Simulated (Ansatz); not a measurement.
Relaxation of C2H5BCl2O (11 atoms, charge 0, multiplicity 1), to a largest force component of 0.02 eV/Å in at most 50 steps.

Theory: RKS PBE0/def2-SVP in Ansatz 0.2.0.

```xyz
11
Properties=species:S:1:pos:R:3:forces:R:3
C 0.432 -1.438 -0.926 -1.27 3.68 -0.25
B -0.441 -0.563 0.141 1.35 -0.99 -1.36
C -0.117 0.960 0.460 0.05 0.28 0.89
O -0.893 1.438 1.451 -0.94 0.03 0.25
Cl 1.598 1.048 1.053 0.51 -0.26 -0.17
Cl -0.248 1.954 -1.012 -0.08 0.12 -0.56
H 1.212 -0.766 -1.380 -0.31 -0.77 0.34
H -0.266 -1.713 -1.747 0.24 -0.39 0.33
H 0.844 -2.261 -0.407 0.62 -1.50 0.45
H -1.327 -1.088 0.732 -0.42 -0.04 0.32
H -0.730 2.371 1.657 0.24 -0.16 -0.24
```

Where does it end, and by what steps?

The forces met the threshold. After 21 steps the energy has fallen by 0.514 eV; Cl5 moved furthest, 0.98 Å. Parted: C3–Cl5 (1.82 → 2.39 Å). Joined: B2–Cl5 (2.75 → 1.95 Å).

```
step  energy less start (eV)  largest force component (eV/Å)  accepted
   0                  0.0000                           3.681       yes
   1                 -0.2175                           1.178       yes
   2                 -0.2556                           0.307       yes
   3                 -0.2596                           0.115       yes
   4                 -0.2609                           0.030       yes
   5                 -0.2627                           0.086       yes
   6                 -0.2778                           0.450       yes
   7                 -0.2846                           0.552       yes
   8                 -0.3244                           0.354       yes
   9                 -0.3680                           0.324       yes
  10                 -0.3853                           0.340       yes
  11                 -0.4115                           0.601       yes
  12                 -0.4232                           1.203       yes
  13                 -0.4671                           1.170       yes
  14                 -0.4901                           1.143       yes
  15                 -0.4438                           0.785        no
  16                 -0.5095                           0.295       yes
  17                 -0.5131                           0.120       yes
  18                 -0.5122                           0.176        no
  19                 -0.5136                           0.032       yes
  20                 -0.5136                           0.055        no
  21                 -0.5137                           0.011       yes
```

```xyz
11
Properties=species:S:1:pos:R:3
C 0.372 -1.274 -0.943
B 0.005 -0.536 0.414
C -0.397 1.002 0.345
O -1.148 1.564 1.226
Cl 1.579 0.123 1.368
Cl 0.155 2.064 -0.892
H 1.027 -0.682 -1.602
H -0.538 -1.533 -1.510
H 0.892 -2.220 -0.724
H -0.722 -1.098 1.208
H -1.159 2.533 1.132
```

Whether the end is a true minimum wasn't checked by a vibrational analysis.

Run time: 66 s on 2 threads of Intel(R) Xeon(R) Platinum 8488C (Sapphire Rapids), with other jobs on the host, peak memory 0.31 GiB.
